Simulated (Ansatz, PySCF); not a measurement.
Species: sulfur trioxide, SO$_{3}$, charge 0, multiplicity 1. 
Structure (B3LYP-D3(BJ)/def2-TZVP (Ansatz, a first-principles code) minimum search):
```
S
O 1 1.4266
O 1 1.4266 2 120.00
O 1 1.4266 2 120.00 3 180.00
```

Property: atomisation energy (electronic, to ground-state atoms), in kJ/mol. Cores are frozen in the correlated levels unless marked. UHF or UKS for open shells. Spin-orbit coupling is left out. Non-relativistic. The coupled-cluster limit lacks core correlation, which all-electron functionals hold. CBS(X,Y): correlation extrapolated as X^-3; Hartree-Fock from the larger set.

| level | program | atomisation energy (kJ/mol) | minus last row | rough core time |
|---|---|---|---|---|
| HF/cc-pV(D+d)Z | Ansatz | 430.7 | -1004.1 | - |
| TPSSh/def2-TZVPD | PySCF | 1377.2 | -57.6 | - |
| r2SCANh/def2-TZVPD | Ansatz | 1416.7 | -18.1 | under 20 s |
| HSE06/def2-TZVPD | Ansatz | 1418.4 | -16.4 | under 20 s |
| RPA@PBE/cc-pV(T+d)Z | Ansatz | 1242.1 | -192.7 | under 20 s |
| CCSD(T)/6-31G* | Ansatz | 1111.1 | -323.7 | under 20 s |
| CCSD(T)/CBS(cc-pV(T+d)Z,cc-pV(Q+d)Z) | Ansatz | 1434.8 | 0.0 | 70 s |

Core times are rough, on shared machines, summed over the molecules involved; a dash marks a level read off another run, or run on other hardware, by another program or under a memory cap.
